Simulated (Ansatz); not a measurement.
Ideal-gas functions of BrFH₃Si₂ (`F[Si]([SiH3])Br`) radical at 600 K and 1 bar, from an Ansatz frequency run at PBE0-D4/def2-TZVP.

Molar mass 158.1 g/mol, point group C1 (symmetry number 1), electronic degeneracy 2, moments of inertia 131.658, 355.091, 461.388 u Å². Harmonic wavenumbers (cm⁻¹, unscaled): 90, 97, 168, 205, 348, 462, 506, 517, 843, 876, 927, 931, 2219, 2239, 2247.

Use S(trans) = R[1.5 ln M + 2.5 ln T − 1.1517]; rotational temperatures θ = 24.2544 K / I; S(rot) = R[ln(√π/σ · √(T³/θAθBθC)) + 1.5]; for each mode x = 1.438777 ν̃/T, S = R[x/(eˣ − 1) − ln(1 − e⁻ˣ)] and H = RT x/(eˣ − 1); 1 cm⁻¹ = 0.0119627 kJ/mol; R = 8.31446 J/(mol·K).

Task: By hand: the entropy, in J/(mol·K).

Result: Translation 186.5. Rotation: θ = 0.1842, 0.0683, 0.0526 K, giving 127.4. Vibration, mode by mode: 21.08, 20.46, 15.93, 14.30, 10.06, 7.88, 7.20, 7.04, 3.75, 3.52, 3.20, 3.17, 0.26, 0.25, 0.24, in all 118.3. Electronic 5.8. Sum 438.0 J/(mol·K).

Task: By hand: H − E and G − E in kJ/mol, counted from the electronic energy.

Result: Zero-point energy ½ × 12675 × 0.0119627 = 75.8; thermal vibration 33.9; translation, rotation and pV give 4 RT = 20.0. H − E = 129.7 kJ/mol, and G − E = 129.7 − 600 × 438.0/1000 = -133.1 kJ/mol.

Vibration gives 27 % of the entropy, 41.5 J/(mol·K) of it from the modes under 150 cm⁻¹: soft modes count most, and the harmonic formula is weakest for them. The sum counts one conformer and one mirror image; others add a mixing term.
